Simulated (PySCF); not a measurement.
Run record: geometry optimisation, `[SiH3]O[SiH](O[SiH3])O[SiH2]Br`.

Computed with PBE0-D3(BJ)/def2-SVP geometry optimisation, gas phase (PySCF 2.14.0). Start geometry: GFN2-xTB. The input is one job of a driver script: a line of settings, then coordinates in Å.

Command:
```bash
OMP_NUM_THREADS=1 python probes_run.py task.json out
```

Input:
```
{"job": {"xc": "PBE0", "basis": "def2-SVP", "d3": "d3bj", "grid": 1, "kind": "geom"}, "charge": 0, "multiplicity": 1}
Si     2.493020    -0.964526     0.172212
O      1.391072    -0.670636    -0.996806
Si     0.036470     0.046501    -1.459542
O     -0.190075     1.440539    -0.689225
Si    -0.213837     2.210860     0.742535
O     -1.207877    -0.930739    -1.094324
Si    -2.354617    -1.222035    -0.012273
Br    -1.441113    -2.046355     1.801279
H      3.556897    -1.609608    -0.593979
H      2.908563     0.325612     0.728006
H      1.882376    -1.821064     1.184714
H      0.012372     0.259421    -2.881651
H     -1.364337     3.104111     0.602903
H      1.063808     2.909668     0.848225
H     -0.394795     1.262443     1.843294
H     -3.151785    -2.274557    -0.611638
H     -3.033140    -0.007605     0.406360
```

Output:
```
step   0  E = -3961.62160939  max force = 0.014496
step   1  E = -3961.63536949  max force = 0.004962
step   2  E = -3961.63587725  max force = 0.002052
step   3  E = -3961.63597339  max force = 0.001488
step   4  E = -3961.63608866  max force = 0.002011
step   5  E = -3961.63626119  max force = 0.002979
step   6  E = -3961.63654984  max force = 0.003354
step   7  E = -3961.63675299  max force = 0.002701
step   8  E = -3961.63688786  max force = 0.001668
step   9  E = -3961.63693212  max force = 0.001152
... (22 lines left out)
step  32  E = -3961.63739679  max force = 0.000702
step  33  E = -3961.63741308  max force = 0.000613
step  34  E = -3961.63742628  max force = 0.000515
step  35  E = -3961.63743892  max force = 0.000468
step  36  E = -3961.63745061  max force = 0.000480
step  37  E = -3961.63745966  max force = 0.000513
step  38  E = -3961.63746719  max force = 0.000519
step  39  E = -3961.63747082  max force = 0.000495
step  40  E = -3961.63747819  max force = 0.000480
step  41  E = -3961.63748947  max force = 0.000433
optimisation converged
```

Energies in Eh; «max force» is the largest Cartesian gradient component in Eh/bohr.

Problem. At which steps does the energy rise by more than 1e-5 Eh?

Solution. At step 24 (+0.02 mEh).

Problem. How much energy does the optimisation release, in kJ/mol?

Solution. E(step 0) − E(last step) = 0.015880 Eh, which is 41.7 kJ/mol.

Main results: final energy -3961.63749 Eh after 41 steps; dipole 0.48 D.

Problem. Give the final coordinates.

Solution. 0.575 Å rms from the input after alignment:
```
atom  x, y, z in Å
Si1    2.0767   -1.3630    0.7064
O2     1.5465   -0.5171   -0.6217
Si3    0.4475    0.4198   -1.3892
O4    -0.0401    1.6484   -0.4185
Si5   -0.2367    2.2761    1.1076
O6    -0.8777   -0.4901   -1.7968
Si7   -2.2040   -1.1600   -1.0928
Br8   -1.6891   -1.7995    0.9849
H9     3.5648   -1.2824    0.7377
H10    1.5239   -0.7588    1.9552
H11    1.6561   -2.7887    0.6064
H12    1.0266    0.9519   -2.6318
H13   -0.7741    3.6587    0.9722
H14    1.0773    2.3181    1.8154
H15   -1.1923    1.4374    1.8873
H16   -2.6049   -2.3678   -1.8532
H17   -3.3078   -0.1727   -0.9793
```

The run took about 40 min of CPU time (one thread, shared machine).
Labels such as C1 count atoms from 1, the log's own numbers from 0.
